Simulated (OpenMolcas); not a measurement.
# Ge: terms and fine structure

```
Program             : OpenMolcas
Method              : SS-CASPT2, IPEA 0.25 Eh, imaginary shift 0.1 Eh (closed shells correlated: 3d)
Basis               : ANO-RCC-VQZP [7s6p4d2f1g]
Scalar Hamiltonian  : DKH2, point nucleus
Active space        : 4 electrons in 4 orbitals (4s 4p)
State averaging     : 2S+1 = 3 even, 3 roots; 2S+1 = 1 even, 6 roots; 2S+1 = 5 odd, 1 root; 2S+1 = 3 odd, 5 roots
Spin-orbit coupling : RASSI with atomic mean-field integrals over the reference wave functions, term energies averaged over their components
```

Spin-free terms above the lowest, with the occupations of the reference:

```json
{"Configuration": "4s2 4p2", "Term": "3P", "E (cm-1)": "0.0", "Occupations": "4s 1.97 4p 2.03"}
{"Configuration": "4s2 4p2", "Term": "1D", "E (cm-1)": "6540", "Occupations": "4s 1.98 4p 2.02"}
{"Configuration": "4s2 4p2", "Term": "1S", "E (cm-1)": "15640", "Occupations": "4s 1.91 4p 2.09"}
{"Configuration": "4s 4p3", "Term": "5S*", "E (cm-1)": "38510", "Occupations": "4s 1.00 4p 3.00"}
```

With spin-orbit coupling, above the lowest level:

| Configuration | Term | J | E (cm-1) | Measured (cm-1) | g | Term weight % |
| --- | --- | --- | --- | --- | --- | --- |
| 4s2 4p2 | 3P | 0 | 0.0 | 0.0 |  | 100 |
| 4s2 4p2 | 3P | 1 | 487 | 557 | 1.501 | 100 |
| 4s2 4p2 | 3P | 2 | 1247 | 1410 | 1.497 | 99 |
| 4s2 4p2 | 1D | 2 | 7480 | 7125 | 1.004 | 99 |
| 4s2 4p2 | 1S | 0 | 16620 | 16367 |  | 100 |
| 4s 4p3 | 5S* | 2 | 39400 | 41927 | 2.002 | 100 |

Against the 5 measured excited levels shown (NIST Handbook of Basic Atomic Spectroscopic Data) the mean absolute deviation is 670 cm-1; the largest miss in energy is 4s 4p3 5S* 2: computed 39400, measured 41927 cm-1 (-6.0 %), and the largest in proportion 4s2 4p2 3P1 (-12.6 %).

Spin-orbit coupling puts the lowest level 893 cm-1 below the lowest spin-free term.

For 3P the intervals divided by the larger J are 486.9, 380.2 cm-1. Landé's interval rule makes them equal in pure LS coupling; they differ by 25 % of their mean. The multiplet is regular.

Over all roots computed the reference weight is 0.87 to 0.95; the roots of lowest weight are the least certain, and an intruder state may touch them. Terms of s pⁿ other than that of highest spin mix with s² pⁿ⁻² d, which this space lacks; all of them can be thousands of cm-1 off, and some have no real level of that name. Computed and measured levels are paired by configuration, term and J; levels that our copy of the source lacks, or whose pairing is in doubt (as where it misses far off the trend of its configuration), stay unpaired and out of the deviations. Only configurations of the active space appear. The first state left out of the spin-orbit step lies near 70000 cm-1 above the lowest spin-free state of the reference (among the parities and spins computed), and the list stops at four fifths of that energy or lower.

The term weight is that of the spin-free term in the level, not the purity of its configuration. * marks odd parity.
